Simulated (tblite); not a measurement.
Compound: C6H12N2OSi.
Geometry (GFN2-xTB, Å), atoms numbered from 1 in this order:
```
atom  x, y, z in Å
C1     2.9074    1.0845    0.6691
O2     1.5239    0.8892    0.4792
C3     1.1894   -0.1759   -0.2846
C4     1.9100   -1.1728   -0.8969
C5     0.9189   -1.9533   -1.5230
N6    -0.2812   -1.4728   -1.3107
N7    -0.1234   -0.3712   -0.5454
Si8   -1.4666    0.6387   -0.0029
C9    -1.5726    0.5039    1.8891
C10   -2.9944   -0.0559   -0.8761
H11    3.0049    1.9775    1.2835
H12    3.4191    1.2374   -0.2862
H13    3.3592    0.2317    1.1854
H14    2.9684   -1.3321   -0.9038
H15    1.0542   -2.8384   -2.1136
H16   -1.1303    2.0054   -0.4265
H17   -0.6297    0.7809    2.3504
H18   -1.8098   -0.5100    2.2012
H19   -2.3401    1.1595    2.2880
H20   -3.9038    0.4003   -0.4993
H21   -2.9485    0.1227   -1.9454
H22   -3.0655   -1.1296   -0.7322
```

Method: GFN2-xTB as coded in tblite; computed harmonic values from a numerical Hessian at the method's own geometry, unscaled. Errors from tens to a few hundred cm⁻¹ against measured bands are possible. Modes of hydrogen on silicon can be 10 to 20 % off. One conformer, not necessarily the lowest.

Harmonic wavenumbers (cm⁻¹): 28.4, 68.7, 77.5, 84.5, 102.1, 115.6, 155.1, 171.5, 181.7, 219.9, 253.8, 316.1, 432.3, 505.0, 613.8, 618.3, 633.0, 655.5, 687.8, 712.3, 768.2, 771.7, 797.7, 837.8, 838.5, 846.7, 859.1, 912.7, 1010.8, 1079.1, 1094.5, 1125.8, 1150.3, 1184.7, 1225.2, 1324.8, 1365.7, 1368.6, 1389.9, 1399.2, 1463.3, 1464.9, 1473.3, 1475.4, 1480.6, 1481.9, 1499.3, 1579.1, 2206.2, 2934.9, 2950.6, 3029.6, 3030.0, 3047.6, 3049.3, 3051.0, 3054.2, 3055.5, 3159.1, 3180.1.

A = 1636, B = 946.9, C = 659.4 MHz; mass 156.072 u (most abundant isotopes); point group C1, symmetry number 1.

Zero-point energy?

½Σν̃ = 37825 cm⁻¹ = 452.49 kJ/mol.

Entropy at 273.15 K, 1 bar (ideal gas, RRHO, classical rotation)?

Translation 170.02, rotation 124.98, vibration 164.66: S = 459.7 J/(mol K).

And Cp and H(273.15 K) − H(0)?

Cp = 182.91 J/(mol K), of which vibrations give 149.65 (their classical limit is 60 R = 498.9); H(273.15 K) − H(0) = 31.50 kJ/mol without the zero-point energy, 22.41 from vibrations.

How do the functions run with temperature in this model?

```tsv
T (K)	S (J/(mol K))	Cp (J/(mol K))	H − H(0) (kJ/mol)	G − H(0) (kJ/mol)	ln q(vib)
50	263.0	71.4	2.45	-10.70	1.06
100	323.4	103.3	6.89	-25.44	3.14
298.15	476.2	195.2	36.22	-105.76	10.83
373.15	523.9	230.9	52.22	-143.28	13.45
500	599.1	283.2	84.95	-214.57	17.72
750	728.8	356.2	165.58	-381.04	25.58
1000	838.3	403.7	260.96	-577.29	32.76
```

q(vib) and H(0) count from the zero-point level.

Which modes carry the vibrational entropy at 273.15 K?

28.4 cm⁻¹: 24.12; 68.7 cm⁻¹: 16.81; 77.5 cm⁻¹: 15.82; 84.5 cm⁻¹: 15.11; 102.1 cm⁻¹: 13.57; 115.6 cm⁻¹: 12.57 J/(mol K); the other 54 give 66.65 together.

Hindered rotation and anharmonicity are outside this model. Other conformers, if any are populated, would add a mixing term that is left out. The structure is chiral; the term R ln 2 for an equal mix with its mirror image is left out.
